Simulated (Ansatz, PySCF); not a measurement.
Complex: H2O (SMILES O) (first 3 atoms) with SO2 (SMILES O=S=O); geometry from B3LYP-D3(BJ)/def2-TZVP, rigid monomers moved along the line of their centres of mass till O1···S5 is 3.79 Å.
(charge 0, multiplicity 1):
```xyz
6

O      0.506    -0.090     0.610
H      0.607     0.850     0.422
H     -0.363    -0.335     0.269
O     -1.398    -0.610     4.237
S     -0.046    -0.127     4.358
O      0.154     1.294     4.485
```

Counterpoise-corrected where a basis set is named; no monomer relaxation. Rows marked so take none.

Rows in 6-31G*, STO-3G carry no dispersion term and start afresh at each structure (6-31G* with six Cartesian d functions).

Codes used: Ansatz (a first-principles code); PySCF for 6-31G* rows, STO-3G rows. 

One of these levels gives -3.18 kcal/mol for the interaction energy. Which?
(A) HF/STO-3G (no counterpoise)
(B) HF/aug-cc-pV(T+d)Z
(C) HF/6-31G* (no counterpoise)

C, HF/6-31G* (no counterpoise). The others give -1.42 (HF/STO-3G (no counterpoise)), -2.18 (HF/aug-cc-pV(T+d)Z)
